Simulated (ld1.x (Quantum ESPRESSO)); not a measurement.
zirconium, PAW: configuration errors across variants

```json
{
  "Element": "zirconium",
  "Generator": "ld1.x (Quantum ESPRESSO) 7.5",
  "Type": "PAW",
  "Functional": "Wu–Cohen",
  "Relativity": "fully relativistic",
  "Frozen core": "[Ar] 3d10",
  "Valence charge": "12",
  "Reference configuration": "4s2 4p6 4d2 5s2 5p0",
  "Partial waves": "4s (bound): rcut 1.80, rcutus 2.35 bohr; 5s (bound): rcut 1.80, rcutus 2.35 bohr; 4p (bound): rcut 1.80, rcutus 2.00 bohr; 5p (bound, empty): rcut 1.80, rcutus 2.00 bohr; 4d (bound): rcut 2.40, rcutus 2.70 bohr; 4d channel at 1.65 Ry: rcut 2.40, rcutus 2.70 bohr",
  "Local potential": "all-electron potential smoothed inside 2.25 bohr (lloc = -1)",
  "Core correction": "a·sin(br)/r model core, default radius (ld1.x builds one for every PAW set, though the input has nlcc=.false.)",
  "Augmentation charge": "PSQ, inside the norm-conserving radii"
}
```

Open shells are filled in proportion to 2j + 1 (rel_dist='average').

All-electron excitation energies from the reference (eV): (1) 4s2 4p6 4d2 5s1 5p0 7.183; (2) 4s2 4p6 4d2 5s0 5p0 20.051; (3) 4s2 4p6 4d1 5s0 5p0 42.628; (4) 4s2 4p6 4d3 5s1 5p0 1.225; (5) 4s2 4p5 4d2 5s2 5p0 38.004; (6) 4s2 4p6 4d2.5 5s1.5 5p0 0.530; (7) 4s2 4p6 4d2 5s0 5p2 6.299.

The default core radius of the base comes out at 0.80 bohr.

Tests that are not counted but printed errors over 1 eV. “waves 4s (bound): rcut 1.80, rcutus 2.40 bohr; 5s (bound): rcut 1.80, rcutus 2.40 bohr”: 4s2 4p6 4d1 5s0 5p0 (solver errors, printed error +8.8 eV).

4 further variants failed, have other tests or another functional or relativity, and are left out.

Errors AE − PS in meV (a dash: test not solved or not reliable):

| change | (1) | (2) | (3) | (4) | (5) | (6) | (7) | bound ghosts |
| --- | --- | --- | --- | --- | --- | --- | --- | --- |
| base | +1.8 | +12 | +25 | +13 | +9.2 | +3.8 | +1.5 | not determined |
| waves 4s (bound): rcut 1.80, rcutus 2.40 bohr; 5s (bound): rcut 1.80, rcutus 2.40 bohr | +1.8 | +12 | – | +13 | +10 | +3.8 | +1.5 | not determined |
| core correction a·sin(br)/r model core inside 2.14 bohr | +1.8 | +12 | +25 | +13 | +9.2 | +3.8 | +1.5 | not determined |

Problem. Give the same row for: waves 4d (bound): rcut 2.36, rcutus 2.50 bohr; 4d channel at 1.65 Ry: rcut 2.36, rcutus 2.50 bohr.

Solution. 0.0, +1.4, +2.7, +0.5, –, –, –; bound ghosts: not determined.
